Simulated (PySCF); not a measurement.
# Reading the logs of faulty runs: B2GeH6Si

All numbers below are calculated, not measured. They come from PySCF 2.14.0, an open-source quantum chemistry program, on an isolated molecule that a program drew, which may never have been made. The molecule is B2GeH6Si (charge 0, singlet), drawn as the SMILES string `B[BH][Ge][SiH3]`.

Each row is a Hartree-Fock (HF) and frozen-core CCSD(T) single point in the cc-pV(D+d)Z basis, meant for a local HF minimum. Run 1 is clean. Each other run has one planted mistake out of seven kinds, and not every kind appears here: one electron removed, one electron added, multiplicity raised by two, geometry at a saddle point, minimal basis STO-3G, one bond length entered in bohr, all coordinates scaled. The reference is restricted for singlets and unrestricted otherwise, and also for a bond in bohr. Adding or removing an electron swaps singlet and doublet. Electrons count all cores. HOMO and LUMO are orbital energies over both spins, the gradient is its largest component, and the lowest frequency (negative if imaginary) is given only where the gradient is small. Bond lengths are over the 9 bonds as drawn. T1 is the CCSD diagnostic: over 0.02 (restricted) or 0.045 (unrestricted) a single reference is doubtful. Germanium has the cc-pVDZ-PP basis, with a core potential (ECP10MDF) in place of its 10 inner electrons, and its 3s, 3p and 3d shells are frozen in CCSD(T).

Geometry of the clean run:
```xyz
10
B2GeH6Si, angstrom
B    -2.0556    0.5533    0.8942
B    -0.9186   -0.6199    1.2486
Ge    0.9422   -0.9343    0.4208
Si   -0.0858   -2.4148   -1.2836
H    -2.0446    1.6178    1.4552
H    -2.9064    0.3792    0.0619
H    -1.1440   -1.4260    2.1226
H     0.8008   -3.5702   -1.5629
H    -1.4394   -2.9414   -0.9790
H    -0.1788   -1.5773   -2.5087
```

```
run  electrons  basis functions  <S^2>  HOMO (eV)  LUMO (eV)  gradient (hartree/bohr)  lowest frequency (cm^-1)  mean bond (Å)  longest bond (Å)      T1  HF (hartree)  CCSD(T) (hartree)                     mistake
  1         62              104  0.000      -8.56       0.24                  2.8e-05                        64         1.5870             2.481  0.0195    -635.10111         -635.52458                    no fault
  2         62              104  0.000      -8.56       0.18                  1.3e-02                         -         1.6267             2.543  0.0193    -635.09686         -635.52139      all coordinates scaled
  3         61              104  0.773     -14.95      -6.55                  3.3e-02                         -         1.5870             2.481  0.0229    -634.82480         -635.21831        one electron removed
  4         62              104  2.024      -7.59      -0.46                  3.0e-02                         -         1.5870             2.481  0.0204    -635.06841         -635.47283  multiplicity raised by two
  5         63              104  0.763      -1.46       6.12                  2.0e-02                         -         1.5870             2.481  0.0242    -635.12217         -635.56205                           ?
  6         62              104  0.900      -8.88      -0.23                  1.2e-02                         -         1.7067             2.481  0.0604    -634.99856         -635.41664                           ?
```

**Which mistake was planted in run 5, and what did it cost?**

It counts 63 electrons, one more than the clean run, at the same geometry and basis. So the mistake is: one electron added. Subtracting run 1 and multiplying by 627.51 kcal/mol a hartree, the energy moved by -13.2 kcal/mol in HF and -23.5 kcal/mol in CCSD(T).

**Which mistake was planted in run 6, and what did it cost?**

The mean bond changes by a factor of 1.075 and the longest by 1.000, so the molecule wasn't scaled as a whole. A length L in bohr read as angstrom grows by (1/0.5292 - 1) L = 0.890 L. The 9 bonds together grew by 9 x 0.1197 = 1.077 Å, which gives L = 1.211 Å. That is the length of one of the B-H bonds, 1.210 Å in the clean geometry. So the mistake is: one bond length entered in bohr. Subtracting run 1 and multiplying by 627.51 kcal/mol a hartree, the energy moved by 64.4 kcal/mol in HF and 67.7 kcal/mol in CCSD(T).

Cautions from the logs. Run 6: T1 is over the limit, so its CCSD(T) energy is less reliable.
